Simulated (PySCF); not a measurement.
SMILES c1ccc(OC)cc1Cl, C$_{7}$H$_{7}$ClO

Molfile (atoms numbered from 1):
```
C7H7ClO
     RDKit          3D

 16 16  0  0  0  0  0  0  0  0999 V2000
    2.5200    0.7163    0.6103 C   0  0  0  0  0  0  0  0  0  0  0  0
    1.6824   -0.3639    0.3060 O   0  0  0  0  0  0  0  0  0  0  0  0
    0.3517   -0.2141    0.4431 C   0  0  0  0  0  0  0  0  0  0  0  0
   -0.4364   -1.3296    0.1238 C   0  0  0  0  0  0  0  0  0  0  0  0
   -1.8166   -1.2562    0.2387 C   0  0  0  0  0  0  0  0  0  0  0  0
   -2.4445   -0.0851    0.6693 C   0  0  0  0  0  0  0  0  0  0  0  0
   -1.6492    1.0109    0.9819 C   0  0  0  0  0  0  0  0  0  0  0  0
   -2.3925    2.4831    1.5205 Cl  0  0  0  0  0  0  0  0  0  0  0  0
   -0.2578    0.9679    0.8764 C   0  0  0  0  0  0  0  0  0  0  0  0
    3.5479    0.3777    0.4298 H   0  0  0  0  0  0  0  0  0  0  0  0
    2.4262    1.0237    1.6669 H   0  0  0  0  0  0  0  0  0  0  0  0
    2.3139    1.5897   -0.0333 H   0  0  0  0  0  0  0  0  0  0  0  0
    0.0647   -2.2389   -0.2113 H   0  0  0  0  0  0  0  0  0  0  0  0
   -2.4242   -2.1290   -0.0117 H   0  0  0  0  0  0  0  0  0  0  0  0
   -3.5287   -0.0194    0.7622 H   0  0  0  0  0  0  0  0  0  0  0  0
    0.3190    1.8548    1.1337 H   0  0  0  0  0  0  0  0  0  0  0  0
  1  2  1  0
  2  3  1  0
  3  4  2  0
  4  5  1  0
  5  6  2  0
  6  7  1  0
  7  8  1  0
  7  9  2  0
  9  3  1  0
  1 10  1  0
  1 11  1  0
  1 12  1  0
  4 13  1  0
  5 14  1  0
  6 15  1  0
  9 16  1  0
M  END
```

Level of theory: quadratic response CAM-B3LYP/aug-cc-pVDZ first hyperpolarisability, Taylor convention, gas phase in PySCF. Geometry: PBE0-D3(BJ)/def2-SVP.

**Question.** Give the tensor of the second harmonic β(−2ω;ω,ω) at 1907 nm in the axes of these coordinates.

**Answer.** In au, Taylor convention; rows are the first index (the induced dipole):
```
       xx     yy    zz     xy     xz     yz
x  +242.5  -58.9  +2.9   +6.3  -12.5  -24.0
y    +6.6  +66.2  +4.9  -57.8  -23.5  +31.4
z   -12.4  +31.5  -5.5  -23.5   +2.6   +4.7
```
Norm of βᵢ = ⅓ Σⱼ (βᵢⱼⱼ + βⱼᵢⱼ + βⱼⱼᵢ): 202.8 au, hyper-Rayleigh value 103.8 au.
